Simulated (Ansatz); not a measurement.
TiSe2⁺. The state is a doublet with charge 1. Geometry r2SCAN-D4/def2-TZVP, that of the neutral singlet; atoms count from 1.

Cartesian coordinates in Å:
```
Ti 1.2023 -0.2573 -0.5942
Se -1.1267 0.1038 -0.7555
Se -0.0756 0.1535 1.3498
```

The charge 1 doublet is spin-contaminated (final ⟨S²⟩ up to 1.28, 0.75 for a pure state). The structure comes from a short search, and lower isomers may exist.

(1) Estimate the Mulliken populations from the PBE0/def2-TZVP orbitals of Ansatz.

(2) Where does the spin sit?

(3) And the Mayer bond orders between bonded heavy atoms (over 0.3)?

Answers

(1) 
| atom | charge (e) | spin (α − β) | d electrons |
| --- | --- | --- | --- |
| Ti1 | 1.00 | 1.90 | 2.55 |
| Se2 | 0.00 | -0.45 | – |
| Se3 | 0.00 | -0.45 | – |
Mulliken values and Mayer orders depend strongly on the basis.

(2) Summed by element: Ti 1.90, Se -0.90, of 1 unpaired in all. Largest on single atoms: Ti1 1.90, Se3 -0.45, Se2 -0.45.

(3) Ti1–Se2 1.22 (2.36 Å); Ti1–Se3 1.22 (2.36 Å); Se2–Se3 1.21 (2.35 Å).
